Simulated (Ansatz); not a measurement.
`BrB1CC1` and `[Br][Al]1[CH2][CH2]1` differ in one element.

Ansatz, PBE0-D4/def2-TZVP geometries, multiplicity 1. 

Scalar relativity is left out up to krypton.

```tsv
property	`BrB1CC1`
HOMO–LUMO gap (PBE0/def2-TZVPP) / eV	5.90
HOMO–LUMO gap (B3LYP/def2-TZVPP) / eV	5.51
HOMO–LUMO gap (PBE/def2-TZVPP) / eV	3.67
LUMO energy (PBE0/def2-TZVPP) / eV	-1.31
size of the dipole moment (B3LYP/def2-TZVPP) / D	0.87
LUMO energy (ωB97M-V/def2-TZVPP) / eV	0.75
```

(1) Give the same properties after the change, and the shifts. (Best estimate.)

Answers

(1) The calculation gave: 
| property | `[Br][Al]1[CH2][CH2]1` | shift |
| --- | --- | --- |
| HOMO–LUMO gap (PBE0/def2-TZVPP) / eV | 5.08 | -0.82 |
| HOMO–LUMO gap (B3LYP/def2-TZVPP) / eV | 4.64 | -0.87 |
| HOMO–LUMO gap (PBE/def2-TZVPP) / eV | 3.12 | -0.55 |
| LUMO energy (PBE0/def2-TZVPP) / eV | -1.10 | 0.21 |
| size of the dipole moment (B3LYP/def2-TZVPP) / D | 0.18 | -0.69 |
| LUMO energy (ωB97M-V/def2-TZVPP) / eV | 0.56 | -0.19 |

With PBE0 the HOMO rises by 1.02 eV and the LUMO rises by 0.21 eV, so the gap narrows by about 0.81 eV. PBE moves the HOMO by 0.90 eV and ωB97M-V by 1.08 eV. Dipoles are sizes alone; their direction can turn.

B3LYP here is the variant with VWN-RPA as its local correlation; programs differ in this.

Spin–orbit coupling is left out; it splits and shifts lone-pair levels of the heavy atoms by tenths of an eV.
